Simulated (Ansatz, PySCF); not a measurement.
C4H6OSe, SMILES C=C1OC[C@H]1[SeH]. Atoms are numbered in the order given.

```xyz
12

C      2.4941     0.0484     0.0443
C      1.3798    -0.6711    -0.0493
O      1.1253    -1.9284     0.4272
C     -0.2422    -1.8706    -0.0104
C      0.0005    -0.4833    -0.6262
Se    -0.9431     1.0652     0.0850
H      2.5246     1.0489    -0.3869
H      3.3747    -0.3493     0.5505
H     -0.4791    -2.6783    -0.7210
H     -0.9427    -1.8891     0.8385
H     -0.0297    -0.4502    -1.7237
H     -2.1018     0.9301    -0.8142
```
Charge 0, spin multiplicity 1.

The structure is a stationary point at PBE0-D3(BJ)/def2-SVP. The structure was generated by enumeration; whether it is a known compound was not checked. Other conformers were not sampled.

Two levels are set side by side: PBE-D3(BJ)/def2-SVP (Ansatz, an electronic-structure program) and PBE0-D3(BJ)/def2-SVP (Ansatz). Each level has its own optimised geometry; the coordinates shown are those of the second. Frequencies come from the Hessian of PySCF at each geometry. Differences are taken from unrounded values.

```json
[
 {"quantity": "mean bond length (Å)", "PBE0-D3(BJ)": "1.340"},
 {"quantity": "bond C1–C2 (Å)", "PBE0-D3(BJ)": "1.330"},
 {"quantity": "bond C2–O3 (Å)", "PBE0-D3(BJ)": "1.368"},
 {"quantity": "bond C2–C5 (Å)", "PBE0-D3(BJ)": "1.507"},
 {"quantity": "bond O3–C4 (Å)", "PBE0-D3(BJ)": "1.437"},
 {"quantity": "bond C4–C5 (Å)", "PBE0-D3(BJ)": "1.537"},
 {"quantity": "bond C5–Se6 (Å)", "PBE0-D3(BJ)": "1.948"},
 {"quantity": "bond C1–H7 (Å)", "PBE0-D3(BJ)": "1.090"},
 {"quantity": "bond C1–H8 (Å)", "PBE0-D3(BJ)": "1.091"},
 {"quantity": "bond C4–H9 (Å)", "PBE0-D3(BJ)": "1.102"},
 {"quantity": "bond C4–H10 (Å)", "PBE0-D3(BJ)": "1.101"},
 {"quantity": "bond C5–H11 (Å)", "PBE0-D3(BJ)": "1.098"},
 {"quantity": "bond Se6–H12 (Å)", "PBE0-D3(BJ)": "1.473"},
 {"quantity": "highest harmonic wavenumber (cm⁻¹)", "PBE0-D3(BJ)": "3307"},
 {"quantity": "mean harmonic wavenumber (cm⁻¹)", "PBE0-D3(BJ)": "1316"},
 {"quantity": "zero-point energy (kcal/mol)", "PBE0-D3(BJ)": "56.46"}
]
```

Question: What does PBE-D3(BJ) give, and how far is it from PBE0-D3(BJ)? (Estimate from the structure and the level; the computed values follow.)

Answer: 
```tsv
quantity	PBE-D3(BJ)	PBE-D3(BJ) minus PBE0-D3(BJ)
mean bond length (Å)	1.352	0.012
bond C1–C2 (Å)	1.341	0.012
bond C2–O3 (Å)	1.385	0.017
bond C2–C5 (Å)	1.514	0.007
bond O3–C4 (Å)	1.457	0.020
bond C4–C5 (Å)	1.546	0.009
bond C5–Se6 (Å)	1.970	0.022
bond C1–H7 (Å)	1.098	0.008
bond C1–H8 (Å)	1.099	0.008
bond C4–H9 (Å)	1.111	0.009
bond C4–H10 (Å)	1.110	0.009
bond C5–H11 (Å)	1.107	0.008
bond Se6–H12 (Å)	1.488	0.015
highest harmonic wavenumber (cm⁻¹)	3216	-91
mean harmonic wavenumber (cm⁻¹)	1266	-51
zero-point energy (kcal/mol)	54.28	-2.18
```

GGA bonds tend to be longer and softer than those of functionals with exact exchange. Differences between two approximate levels are no errors against the true value.
